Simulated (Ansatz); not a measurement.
Stepwise substitution at one centre (Al CH3-NH2). All species are isolated molecules in the gas phase. Strings in code marks are SMILES.

Quantity: vertical ionisation energy (energy after one electron is removed minus that of the parent at the parent's geometry), in eV.

Case: `[NH2][Al]([NH2])[NH2]`. Geometry of `[NH2][Al]([NH2])[NH2]` (neutral, multiplicity 1, Å):

```xyz
10

N     -0.9995    -1.4654    -0.0431
Al     0.0000     0.0000    -0.0001
N     -0.7689     1.5989    -0.0133
N      1.7684    -0.1336     0.0562
H     -1.9957    -1.4891     0.1017
H     -0.6539    -2.3953    -0.2157
H     -1.7390     1.7714    -0.2206
H     -0.2991     2.4671     0.1858
H      2.2776    -0.9818     0.2436
H      2.4100     0.6277    -0.0944
```

Estimate the vertical ionisation energy (energy after one electron is removed minus that of the parent at the parent's geometry) that frozen-core CCSD(T)/cc-pVTZ // B3LYP-D3(BJ)/def2-TZVP (Ansatz, an electronic-structure program) returns for this input.

9.25 eV.
